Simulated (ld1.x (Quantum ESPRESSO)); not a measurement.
## Which change was made? (Cu, TM)

copper, norm-conserving Troullier–Martins (Kleinman–Bylander form), made with ld1.x (Quantum ESPRESSO) 7.5 (LDA (PZ), fully relativistic). Core [Ne] 3s2, reference 3p6 3d10 4s1 4p0. Waves: 4s (bound): rc 2.25 bohr; 3d (bound): rc 1.45 bohr; 3p (bound): rc 0.90 bohr. Local part: the p channel. Core correction: none.

Open shells are filled in proportion to 2j + 1 (rel_dist='average').

Cutoffs, loose and tight: the cutoffs (Ry, on a coarse ladder) from which the occupation-weighted sum of valence levels, in a spherical-Bessel basis at the reference potential, stays within 10 and 1 mRy of its value at 400 Ry. They do not see the model core or the augmentation charge, which bear on the density cutoff. Test errors are all-electron minus pseudo excitation energies from the reference, over the configurations 3p6 3d10 4s0 4p0; 3p6 3d9 4s0 4p0; 3p6 3d8 4s0 4p0; 3p6 3d9 4s2 4p0; 3p6 3d9 4s1 4p0; 3p6 3d7 4s0 4p0; 3p6 3d9 4s1 4p1; variants that change the core or the reference have their own tests.

The base gives: outcome: generated, misses its reference levels by 1.74 eV; cutoff, loose: 160 Ry; cutoff, tight: 230 Ry; bound ghosts: s, p1/2 (extra level of the local part); largest test error (meV): +170.

Task: After one change the result is: outcome: generated; cutoff, loose: 160 Ry; cutoff, tight: 260 Ry; bound ghosts: none; largest test error (meV): no test is counted, since the test run did not reproduce the reference configuration. Which change was it?
A. reference 3p6 3d10 4s0 4p1
B. type RRKJ; local potential the s channel; rho0 0.001
C. functional PBEsol
D. all radii scaled by about 1.35 (s 3.02, p 1.22, d 1.96 bohr)
E. core correction a·sin(br)/r model core inside 0.36 bohr

Result: B. The others give: reference 3p6 3d10 4s0 4p1 → outcome: generated, misses its reference levels by 1.74 eV; cutoff, loose: 160 Ry; cutoff, tight: 230 Ry; bound ghosts: s, p1/2 (extra level of the local part); largest test error (meV): -233 | all radii scaled by about 1.35 (s 3.02, p 1.22, d 1.96 bohr) → outcome: generated, misses its reference levels by 1.74 eV; cutoff, loose: 100 Ry; cutoff, tight: 160 Ry; bound ghosts: s, p1/2 (extra level of the local part); largest test error (meV): +814 | core correction a·sin(br)/r model core inside 0.36 bohr → outcome: generated, misses its reference levels by 1.74 eV; cutoff, loose: 160 Ry; cutoff, tight: 230 Ry; bound ghosts: s, p1/2 (extra level of the local part); largest test error (meV): +70 | functional PBEsol → outcome: generated, misses its reference levels by 1.73 eV; cutoff, loose: 160 Ry; cutoff, tight: 230 Ry; bound ghosts: s, p1/2 (extra level of the local part); largest test error (meV): +161.
